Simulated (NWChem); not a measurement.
mesitylene (C9H12); SMILES Cc1cc(C)cc(C)c1

Not confirmed as a minimum by frequencies.

Problem. Give the equilibrium geometry at PBE0/def2-SVP (NWChem) as a list of bonds and angles, with the point group.

Solution. point group Cs; any orientation.
Bond lengths (Å): C1–C2 1.503, C1–H10 1.100, C1–H11 1.100, C1–H12 1.103, C2–C3 1.398, C2–C9 1.398, C3–C4 1.398, C3–H13 1.095, C4–C5 1.503, C4–C6 1.398, C5–H14 1.103, C5–H15 1.100, C5–H16 1.100, C6–C7 1.398, C6–H17 1.095, C7–C8 1.503, C7–C9 1.398, C8–H18 1.100, C8–H19 1.100, C8–H20 1.103, C9–H21 1.095. Angles (°): C2–C1–H10 111.6, C2–C1–H11 111.6, C2–C1–H12 111.0, H10–C1–H11 108.1, H10–C1–H12 107.2, H11–C1–H12 107.2, C1–C2–C3 120.8, C1–C2–C9 120.8, C3–C2–C9 118.4, C2–C3–C4 121.6, C2–C3–H13 119.2, C4–C3–H13 119.2, C3–C4–C5 120.8, C3–C4–C6 118.4, C5–C4–C6 120.8, C4–C5–H14 111.0, C4–C5–H15 111.6, C4–C5–H16 111.6, H14–C5–H15 107.2, H14–C5–H16 107.2, H15–C5–H16 108.1, C4–C6–C7 121.6, C4–C6–H17 119.2, C7–C6–H17 119.2, C6–C7–C8 120.8, C6–C7–C9 118.4, C8–C7–C9 120.8, C7–C8–H18 111.6, C7–C8–H19 111.6, C7–C8–H20 111.0, H18–C8–H19 108.1, H18–C8–H20 107.2, H19–C8–H20 107.2, C2–C9–C7 121.6, C2–C9–H21 119.2, C7–C9–H21 119.2.
